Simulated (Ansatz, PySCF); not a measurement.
Ansatz (a quantum-chemistry and plane-wave program) was given this input:
Ansatz 0.2 input:
```yaml
crystal:
  periodic: [false, false, false]
  atoms:
    - {symbol: Sn, position_ang: [-0.00000000, -0.00000000, -0.24879316]}
    - {symbol: O, position_ang: [0.00000000, 0.00000000, 1.55495727]}
basis:
  gaussian:
    orbitals: def2-SVP
hamiltonian:
  xc: {name: B97M-V}
accuracy: high
```

Task: Convert this to an input for PySCF.

Result: Several could match; the one computed here: 
```python
from pyscf import gto, scf, dft

mol = gto.Mole()
mol.atom = '''
    Sn   -0.00000000   -0.00000000   -0.24879316
    O     0.00000000    0.00000000    1.55495727
'''
mol.basis = 'def2-svp'
mol.ecp = {'Sn': 'def2-svp'}
mol.verbose = 4
mol.build()

mf = dft.RKS(mol)
mf.xc = 'b97m_v'
mf.grids.atom_grid = (99, 590)
mf.grids.prune = None
mf.kernel()
```

Both were run: Ansatz gave -289.411799 Eh and PySCF -289.411799 Eh, 0.000 mEh apart.
